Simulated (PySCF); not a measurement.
Computed properties of HOZn, SMILES [OH][Zn+], charge +1

Zn(OH) (HOZn), SMILES [OH][Zn+], charge +1. Geometry optimised at B3LYP-D3(BJ)/def2-TZVP. The multiplicity is an assumed one; other spin states were not compared. The isomer is the one that the SMILES or the coordinates give; other isomers of the formula were not compared. One conformer was computed; it need not be the lowest. All values are computed for the isolated molecule unless a solvent is named; none is compared with measurement here.

**Structure.** The optimised structure has Cs symmetry. All 3 harmonic modes at B3LYP-D3(BJ)/def2-TZVP (PySCF) are real, so it is a minimum.

**Vibrations.** The strongest infrared lines (harmonic, unscaled, degenerate partners summed) lie at 3712 cm⁻¹ (230 km/mol, H 94 %), 902 cm⁻¹ (102 km/mol, H 93 %), 660 cm⁻¹ (4 km/mol, O 78 %, Zn 20 %). The softest mode is at 660 cm⁻¹ and the zero-point energy is 7.5 kcal/mol.

**Electronic structure.** B3LYP/def2-TZVPD (PySCF) places the frontier levels at -14.86 and -11.46 eV, a gap of 3.40 eV and a mean polarisability of 22.6 bohr³.

**Excitations.** TDDFT-M06-2X/def2-TZVPD (PySCF) has S1 at 2.34 eV (530 nm, f = 0.005, weak); the most intense of the 10 singlets computed lies at 8.52 eV (f = 0.20). T1 (TDA) is at 2.03 eV.

**NMR.** GIAO shifts at PBE0/pcSseg-2 (PySCF) (non-relativistic, atoms alike by connectivity averaged): ¹H at 7.9 ppm against TMS.
